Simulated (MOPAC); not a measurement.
Input for MOPAC: PM7 on C2H10OSi (a complex).

```
PM7 1SCF PRECISE CHARGE=0 THREADS=1
C2H10OSi

Si    -0.05350744 1    -0.06743010 1    -0.08312070 1
H     -1.23488905 1     0.19413194 1     0.76714472 1
H     -0.39871861 1     0.31536175 1    -1.47674465 1
H      0.30812747 1    -1.49903288 1    -0.06645538 1
H      1.08787252 1     0.76881701 1     0.34872434 1
C      0.10627768 1     1.30190163 1     3.88946145 1
C     -0.26573410 1    -0.16433204 1     3.76023277 1
O      0.54387969 1    -0.85828299 1     2.81156471 1
H     -0.55684819 1     1.80556117 1     4.59648825 1
H      0.03174193 1     1.80513665 1     2.92485074 1
H      1.13009959 1     1.41547836 1     4.25690967 1
H     -0.21462462 1    -0.66129672 1     4.73638981 1
H     -1.28697466 1    -0.26858558 1     3.39238715 1
H      1.46909995 1    -0.75187827 1     3.05878175 1
```

Program output:

```
*******************************************************************************
 **                                                                           **
 **                              MOPAC v23.2.5                                **
 **                                                                           **
 *******************************************************************************
 ** MOPAC's Digital Object Identifier: https://doi.org/10.5281/zenodo.6511958 **
 **                                                                           **
 ** Please cite the open-source release paper for use of this MOPAC version:  **
 ** J. E. Moussa and J. J. P. Stewart (2026)                                  **
 ** MOPAC: An open-source semiempirical molecular orbital program             **
 ** J. Open Source Softw., 11(119), 8025, https://doi.org/10.21105/joss.08025 **
 *******************************************************************************

                              PM7 CALCULATION RESULTS

 *******************************************************************************
 *  PM7        - The PM7 Hamiltonian to be used
 *
 *
 *
 *                 CHARGE ON SYSTEM = 0
 *
 *
 *
 *  PRECISE    - TIGHTER CRITERIA TO BE USED
 *  1SCF       - DO 1 SCF AND THEN STOP
 *  THREADS=1  - MULTI-THREADING NOT USED
 *  T=         - A TIME OF 172800.0 SECONDS REQUESTED
 *  DUMP=N     - RESTART FILE WRITTEN EVERY 7200.0 SECONDS REQUESTED
 *******************************************************************************
PM7 1SCF PRECISE CHARGE=0 THREADS=1
 C2H10OSi

   ATOM   CHEMICAL          X               Y               Z
  NUMBER   SYMBOL      (ANGSTROMS)     (ANGSTROMS)     (ANGSTROMS)

     1      Si         -0.05350744  *  -0.06743010  *  -0.08312070  *
     2       H         -1.23488905  *   0.19413194  *   0.76714472  *
     3       H         -0.39871861  *   0.31536175  *  -1.47674465  *
     4       H          0.30812747  *  -1.49903288  *  -0.06645538  *
     5       H          1.08787252  *   0.76881701  *   0.34872434  *
     6       C          0.10627768  *   1.30190163  *   3.88946145  *
     7       C         -0.26573410  *  -0.16433204  *   3.76023277  *
     8       O          0.54387969  *  -0.85828299  *   2.81156471  *
     9       H         -0.55684819  *   1.80556117  *   4.59648825  *
    10       H          0.03174193  *   1.80513665  *   2.92485074  *
    11       H          1.13009959  *   1.41547836  *   4.25690967  *
    12       H         -0.21462462  *  -0.66129672  *   4.73638981  *
    13       H         -1.28697466  *  -0.26858558  *   3.39238715  *
    14       H          1.46909995  *  -0.75187827  *   3.05878175  *



          CARTESIAN COORDINATES

    NO.       ATOM           X           Y           Z

     1        Si         -0.0535     -0.0674     -0.0831
     2         H         -1.2349      0.1941      0.7671
     3         H         -0.3987      0.3154     -1.4767
     4         H          0.3081     -1.4990     -0.0665
     5         H          1.0879      0.7688      0.3487
     6         C          0.1063      1.3019      3.8895
     7         C         -0.2657     -0.1643      3.7602
     8         O          0.5439     -0.8583      2.8116
     9         H         -0.5568      1.8056      4.5965
    10         H          0.0317      1.8051      2.9249
    11         H          1.1301      1.4155      4.2569
    12         H         -0.2146     -0.6613      4.7364
    13         H         -1.2870     -0.2686      3.3924
    14         H          1.4691     -0.7519      3.0588

 General Reference for PM7:
 "Optimization of Parameters for Semiempirical Methods VI: More Modifications to the
 NDDO Approximations and Re-optimization of Parameters", J. J. P. Stewart, J. Mol. Mod., 1:32, 19 (2013)
 https://link.springer.com/article/10.1007/s00894-012-1667-x

           Empirical Formula: C2 H10 O Si  =    14 atoms



      MOLECULAR POINT GROUP   :   C1


      RHF CALCULATION, NO. OF DOUBLY OCCUPIED LEVELS = 14


 -------------------------------------------------------------------------------
 PM7 1SCF PRECISE CHARGE=0 THREADS=1
 C2H10OSi



     1SCF WAS SPECIFIED, SO BFGS WAS NOT USED
     SCF FIELD WAS ACHIEVED


                              PM7 CALCULATION
                                                       MOPAC v23.2.5 Linux




          FINAL HEAT OF FORMATION =        -43.22124 KCAL/MOL =    -180.83767 KJ/MOL


          COSMO AREA              =        143.76 SQUARE ANGSTROMS
          COSMO VOLUME            =        135.29 CUBIC ANGSTROMS

          IONIZATION POTENTIAL    =         10.773172 EV
          HOMO LUMO ENERGIES (EV) =        -10.773  2.662
          NO. OF FILLED LEVELS    =         14
          MOLECULAR WEIGHT        =         78.1859         POINT GROUP:  C1

          MOLECULAR DIMENSIONS (Angstroms)

            Atom       Atom       Distance
            H    12    H     3     6.29212
            H     9    H     4     4.10827
            H    11    H    13     2.75961


          SCF CALCULATIONS        =          1





   ATOM   CHEMICAL          X               Y               Z
  NUMBER   SYMBOL      (ANGSTROMS)     (ANGSTROMS)     (ANGSTROMS)

     1      Si         -0.05350744  *  -0.06743010  *  -0.08312070  *
     2       H         -1.23488905  *   0.19413194  *   0.76714472  *
     3       H         -0.39871861  *   0.31536175  *  -1.47674465  *
     4       H          0.30812747  *  -1.49903288  *  -0.06645538  *
     5       H          1.08787252  *   0.76881701  *   0.34872434  *
     6       C          0.10627768  *   1.30190163  *   3.88946145  *
     7       C         -0.26573410  *  -0.16433204  *   3.76023277  *
     8       O          0.54387969  *  -0.85828299  *   2.81156471  *
     9       H         -0.55684819  *   1.80556117  *   4.59648825  *
    10       H          0.03174193  *   1.80513665  *   2.92485074  *
    11       H          1.13009959  *   1.41547836  *   4.25690967  *
    12       H         -0.21462462  *  -0.66129672  *   4.73638981  *
    13       H         -1.28697466  *  -0.26858558  *   3.39238715  *
    14       H          1.46909995  *  -0.75187827  *   3.05878175  *

                             CARTESIAN COORDINATES

   1   Si       -0.053507440    -0.067430100    -0.083120700
   2    H       -1.234889050     0.194131940     0.767144720
   3    H       -0.398718610     0.315361750    -1.476744650
   4    H        0.308127470    -1.499032880    -0.066455380
   5    H        1.087872520     0.768817010     0.348724340
   6    C        0.106277680     1.301901630     3.889461450
   7    C       -0.265734100    -0.164332040     3.760232770
   8    O        0.543879690    -0.858282990     2.811564710
   9    H       -0.556848190     1.805561170     4.596488250
  10    H        0.031741930     1.805136650     2.924850740
  11    H        1.130099590     1.415478360     4.256909670
  12    H       -0.214624620    -0.661296720     4.736389810
  13    H       -1.286974660    -0.268585580     3.392387150
  14    H        1.469099950    -0.751878270     3.058781750


           Empirical Formula: C2 H10 O Si  =    14 atoms



      MOLECULAR POINT GROUP   :   C1


                  EIGENVALUES
 -29.74088 -26.55684 -21.72174 -18.29087 -17.24335 -15.75035 -15.19349 -13.60385
 -13.10643 -12.12514 -12.08909 -11.97029 -11.95569 -10.77317   2.66217   2.90914
   2.96696   3.05145   3.97093   5.14842   5.41364   5.66447   5.80392   6.23680
   6.68738   8.56434  20.96745  21.00026  21.75166  21.78094  21.95725


              NET ATOMIC CHARGES AND DIPOLE CONTRIBUTIONS

  ATOM NO.   TYPE          CHARGE      No. of ELECS.   s-Pop       p-Pop       d-Pop
    1         Si          -0.023115        4.0231     0.93421     2.98953     0.09938
    2          H           0.003669        0.9963     0.99633
    3          H           0.000364        0.9996     0.99964
    4          H           0.012624        0.9874     0.98738
    5          H          -0.000509        1.0005     1.00051
    6          C          -0.494092        4.4941     1.05692     3.43717
    7          C           0.013748        3.9863     1.07282     2.91343
    8          O          -0.535413        6.5354     1.84891     4.68651
    9          H           0.154535        0.8455     0.84547
   10          H           0.162280        0.8377     0.83772
   11          H           0.148639        0.8514     0.85136
   12          H           0.112021        0.8880     0.88798
   13          H           0.137551        0.8624     0.86245
   14          H           0.307699        0.6923     0.69230
 DIPOLE           X         Y         Z       TOTAL
 POINT-CHG.    -0.045     1.139     1.844     2.168
 HYBRID         0.452    -0.008     0.134     0.471
 SUM            0.406     1.131     1.978     2.314


          ATOMIC ORBITAL ELECTRON POPULATIONS

     Atom    s        px        py        pz      x^2-y^2     xz        z^2       yz        xy
    1 Si   0.93421   0.99912   1.00753   0.98288   0.02081   0.02162   0.02975   0.00803   0.01918
    2  H   0.99633
    3  H   0.99964
    4  H   0.98738
    5  H   1.00051
    6  C   1.05692   1.17432   1.07634   1.18650
    7  C   1.07282   1.00075   0.93090   0.98178
    8  O   1.84891   1.33161   1.77779   1.57711
    9  H   0.84547
   10  H   0.83772
   11  H   0.85136
   12  H   0.88798
   13  H   0.86245
   14  H   0.69230

 **********************
 *                    *
 * JOB ENDED NORMALLY *
 *                    *
 **********************




 == MOPAC DONE ==
```

The run finished.

Cost: roughly 0.04 core-seconds.
